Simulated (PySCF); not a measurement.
Compound: C3H6O3Si.
Atom-mapped SMILES: `[CH3:1][C:2](=[O:3])[SiH2:4][C:5](=[O:6])[OH:7]` (hydrogens: H8, H9, H10 on C1; H11, H12 on Si4; H13 on O7)

Structure optimised with GFN2-xTB, isolated species.

(1) Give the optimised bond lengths and angles.

## Answers

(1) 
| bond | length (Å) | order |
| --- | --- | --- |
| C1–C2 | 1.501 | single |
| C2=O3 | 1.209 | double |
| C2–Si4 | 1.933 | single |
| Si4–C5 | 1.924 | single |
| C5=O6 | 1.207 | double |
| C5–O7 | 1.334 | single |
| C1–H8, C1–H9, C1–H10 | 1.088 | single |
| Si4–H11 | 1.456 | single |
| Si4–H12 | 1.465 | single |
| O7–H13 | 0.974 | single |

Bonds in one row agree within 0.01 Å and their mean is given. Orders are formal, as drawn. A selection of angles:
| angle | degrees |
| --- | --- |
| C2–C1–H8 | 109.0 |
| C2–C1–H10 | 111.3 |
| H8–C1–H9 | 107.5 |
| H8–C1–H10 | 109.8 |
| C1–C2–O3 | 123.2 |
| C1–C2–Si4 | 116.0 |
| O3–C2–Si4 | 120.8 |
| C2–Si4–C5 | 105.0 |
| C2–Si4–H11 | 112.6 |
| C2–Si4–H12 | 108.9 |
| C5–Si4–H11 | 108.8 |
| C5–Si4–H12 | 106.6 |
| H11–Si4–H12 | 114.4 |
| Si4–C5–O6 | 126.1 |
| Si4–C5–O7 | 111.7 |
| O6–C5–O7 | 122.3 |
| C5–O7–H13 | 111.4 |

Torsions: C1–C2–Si4–C5 -58° (synclinal); C2–Si4–C5–O6 39° (synclinal); H13–O7–C5–Si4 180° (antiperiplanar). The mirror-image conformer, all signs reversed, is as good.

Si4 (SiH2 silicon) is distorted tetrahedral (angles from 105.0° to 114.4°). The 3 C–O bonds span 1.207 Å (C5=O6, drawn double) to 1.334 Å (C5–O7, drawn single), a spread of 0.127 Å. Of the pairs four or more bonds apart, O6···H9 is among the closest relative to their van der Waals radii: 2.44 Å, 90 % of the sum of Bondi's values. O7 (acid hydroxyl oxygen) is bent (angle 111.4°).

Point group: C1 (no symmetry element, even within 0.4 Å). No GFN2-xTB frequencies stand behind this structure, so it isn't proved a minimum. The numbers are those of one conformer (C1–C2–Si4–C5 -58°, C2–Si4–C5–O6 39°, Si4–C5–O7–H 180°).

These are computed values.
